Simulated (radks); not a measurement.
Values are calculated unless marked as measured or tabulated.
Numerical settings for the iron ion Fe3+, [Ar] 3d5. Code: a radial shooting solver on a logarithmic mesh with Libxc functionals. Model: Dirac Kohn-Sham, PBE, spin-unpolarised, spherical densities, finite nucleus; open shells fill j = l - 1/2 first; Fermi nuclear charge, rms radius 3.7377 fm. The defaults (mesh step 0.008 in ln r, mesh end at 40 bohr or more with all orbitals vanishing there, Anderson mixing 0.5 over 9 steps, residual threshold near 1e-9 with the energy settled to 1e-9 hartree or 1e-11 of itself, here a cap of 92 iterations) give E = -1270.3106 hartree and 3d5/2 at -43.100 eV in 15 iterations. Run on one thread of a shared host, so times are rough (Intel(R) Xeon(R) Platinum 8488C): 0.13 s of CPU time, 0.13 s wall, 15 iterations on 2189 mesh points. Changes against that run (0 stands for a change within the tolerance of the run):

[
 {"setting": "mesh step in ln r 0.012", "iterations": "15", "converged": "yes", "E (mhartree)": "0", "e(3d5/2) (meV)": "0", "CPU (s)": "0.1"},
 {"setting": "mesh step in ln r 0.003", "iterations": "16", "converged": "yes", "E (mhartree)": "0", "e(3d5/2) (meV)": "0", "CPU (s)": "0.35"},
 {"setting": "mesh step in ln r 0.2", "iterations": "12", "converged": "no", "E (mhartree)": "diverged", "e(3d5/2) (meV)": "-", "CPU (s)": "0.06"},
 {"setting": "mesh end (bohr) 20", "iterations": "15", "converged": "yes", "E (mhartree)": "0", "e(3d5/2) (meV)": "0", "CPU (s)": "0.14"},
 {"setting": "mesh end (bohr) 8", "iterations": "15", "converged": "yes", "E (mhartree)": "0", "e(3d5/2) (meV)": "0", "CPU (s)": "0.14"},
 {"setting": "residual threshold 0.001", "iterations": "9", "converged": "yes", "E (mhartree)": "0", "e(3d5/2) (meV)": "+0.149", "CPU (s)": "0.11"},
 {"setting": "residual threshold 0.1", "iterations": "9", "converged": "yes", "E (mhartree)": "0", "e(3d5/2) (meV)": "+0.149", "CPU (s)": "0.1"},
 {"setting": "mixing 0.05", "iterations": "19", "converged": "yes", "E (mhartree)": "0", "e(3d5/2) (meV)": "0", "CPU (s)": "0.17"},
 {"setting": "linear mixing, mixing 0.2", "iterations": "88", "converged": "yes", "E (mhartree)": "0", "e(3d5/2) (meV)": "0", "CPU (s)": "0.58"},
 {"setting": "linear mixing, mixing 0.8", "iterations": "55", "converged": "yes", "E (mhartree)": "0", "e(3d5/2) (meV)": "0", "CPU (s)": "0.41"},
 {"setting": "mixing history 2", "iterations": "20", "converged": "yes", "E (mhartree)": "0", "e(3d5/2) (meV)": "0", "CPU (s)": "0.17"},
 {"setting": "iteration cap 5", "iterations": "5", "converged": "no", "E (mhartree)": "+0.00354", "e(3d5/2) (meV)": "+93.9", "CPU (s)": "0.06"}
]

No run marked as converged misses the energy by more than 1 mhartree. A mesh that ends early acts as a hard wall.
